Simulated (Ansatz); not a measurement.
Born–Oppenheimer molecular dynamics of C2H2BF (6 atoms, charge 0, multiplicity 1). It starts from a relaxed structure.

Theory: UKS PBE0-D4/def2-SVP (Ansatz 0.2.0).

```json
{
  "ensemble": "NVT, Langevin thermostat",
  "time step": "0.5 fs",
  "steps asked": "100",
  "set temperature": "700 K",
  "friction": "0.005 /fs",
  "seed": "399321"
}
```

First frame:

```xyz
6
Properties=species:S:1:pos:R:3
F -1.092 -1.876 0.470
B -0.439 -0.768 0.186
C 0.792 0.034 0.097
C -0.377 0.625 -0.287
H 1.845 0.321 0.159
H -0.687 1.599 -0.672
```

Q: How far do the bonds stretch over the last three quarters of this one trajectory? (Pairs bonded in most of those frames.)

A: 
```csv
bond,mean (Å),spread (Å),shortest,longest
F1–B2,1.320,0.019,1.28,1.34
B2–C3,1.480,0.022,1.44,1.51
B2–C4,1.470,0.037,1.42,1.54
C3–C4,1.365,0.034,1.31,1.42
C3–H5,1.095,0.011,1.08,1.11
C4–H6,1.094,0.026,1.05,1.14
```

Mean temperature of the second half: 255 K. The mean temperature of the second half is 64 % below the set value. A run of 0.05 ps of so small a system gives no equilibrium averages.

Run time: 4.4 min on 1 thread of Arm Neoverse V1, with other jobs on the host, peak memory 0.14 GiB.
